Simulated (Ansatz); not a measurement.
Ansatz (a quantum-chemistry and plane-wave program) input (B97M-V/def2-TZVPD):

Ansatz 0.2 input:
```yaml
crystal:
  periodic: [false, false, false]
  atoms:
    - {symbol: H, position_ang: [-0.00000000, -0.00000000, -2.22228430]}
    - {symbol: C, position_ang: [-0.00000000, -0.00000000, -1.14137802]}
    - {symbol: C, position_ang: [0.00000000, 0.00000000, 0.08705893]}
    - {symbol: C, position_ang: [0.00000000, 0.00000000, 1.42469980]}
basis:
  gaussian:
    orbitals: def2-TZVPD
hamiltonian:
  xc: {name: B97M-V}
total_charge: 1
output: {forces: true}
```

End of the output:

```
mean field: 0.34 GiB planned
mean field evaluation 1: about -3105.6214 eV, gradient 5.6e1 eV
mean field evaluation 2: about -3069.0926 eV, gradient 1.3e2 eV
mean field evaluation 4: about -3111.7199 eV, gradient 2.0e1 eV
mean field evaluation 8: about -3112.7002 eV, gradient 2.5e-2 eV
mean field evaluation 16: about -3112.6789 eV, gradient 6.7e-5 eV
mean field -3112.67891545 eV, -114.3888402933 hartree, gradient 6.7e-5 eV, S^2 0.000000; 0 other end points of the search recorded, 0 dependent functions left out
the calculation of the forces begins
reference -3112.67895991 eV, -114.3888419270 hartree; 9, 9 occupied and 111, 111 virtual orbitals, 573 factors
Total energy: -3112.67895991 eV, -114.3888419270 hartree
Atom 0 at    -0.000000    -0.000000    -2.222284 Å, force     0.000000    -0.000000     0.272903 eV/Å
Atom 1 at    -0.000000    -0.000000    -1.141378 Å, force     0.000000    -0.000000    -0.238746 eV/Å
Atom 2 at     0.000000     0.000000     0.087059 Å, force    -0.000000    -0.000000    -0.025246 eV/Å
Atom 3 at     0.000000     0.000000     1.424700 Å, force    -0.000000     0.000000    -0.008911 eV/Å
Dipole moment:     0.000000    -0.000000    -0.624448 e Å
```

It need not be the lowest isomer of its formula.
